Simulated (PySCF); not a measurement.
C5H2F6O2, SMILES O=C(C=C(O)C(F)(F)F)C(F)(F)F.

Geometry optimised at PBE0-D3(BJ)/def2-SVP. One conformer was computed; it need not be the lowest.

The numbers are results of PySCF with B3LYP/def2-SVP, not measurements.

Isolated molecule, no solvent.

Task: Estimate the frontier levels, gap, dipole moment and polarisability. (Estimate from the structure and the level; the computed values follow.)

Result: 
```
Quantity                                                                                                        Value
---------------------------------------------------------------------------------------------  ----------------------
highest occupied level                                                                                       -7.85 eV
lowest empty level                                                                                           -2.63 eV
orbital gap                                                                                                   5.22 eV
dipole moment                                                                                                  4.45 D
quadrupole, principal values (traceless, Buckingham form, about the centre of nuclear charge)  -10.33, 0.86, 9.46 D·Å
mean static polarisability                                                                       59.3 bohr³ (8.79 Å³)
polarisability, principal values                                                               38.3, 58.9, 80.7 bohr³
```
